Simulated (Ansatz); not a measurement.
Ansatz results at the PBE0-D4/def2-TZVP geometry: HOMO–LUMO gap (PBE/def2-TZVPP) 5.89 eV; LUMO energy (PBE0/def2-TZVPP) -0.62 eV; LUMO energy (B3LYP/def2-TZVPP) -0.99 eV.

Each molecule was computed in one conformer, which needn't be the lowest.

(1) Which molecule gave them?
A. `[F][Ga]([F])[Cl]`
B. `CC(C)(C)[CH2][Ga]([F])[F]`
C. `[CH3][Ga]([CH3])[O][SiH3]`
D. `[OH][Ga]([Cl])[Br]`

Results:

(1) B. The others give `[F][Ga]([F])[Cl]`: 5.45, -2.14, -2.53; `[OH][Ga]([Cl])[Br]`: 4.97, -1.66, -2.00; `[CH3][Ga]([CH3])[O][SiH3]`: 5.07, -0.55, -0.85.

B3LYP here is the variant with VWN-RPA as its local correlation; programs differ in this.
